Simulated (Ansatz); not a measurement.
Harmonic frequencies (cm⁻¹) at PBE0-D4/def2-TZVP from Ansatz: 66, 110, 171, 193, 214, 306, 318, 412, 522, 550, 598, 696, 742, 795, 3876.

Each molecule was computed in one conformer, which needn't be the lowest.

Question: Which molecule is it?
A. `[OH][W]([F])([F])(=[S])[Cl]`
B. `[NH]=[W](=[NH])([F])[Cl]`
C. `[NH2][W](=[O])(=[O])[F]`
D. `[O]=[W]([OH])([F])([F])[F]`

Answer: A.
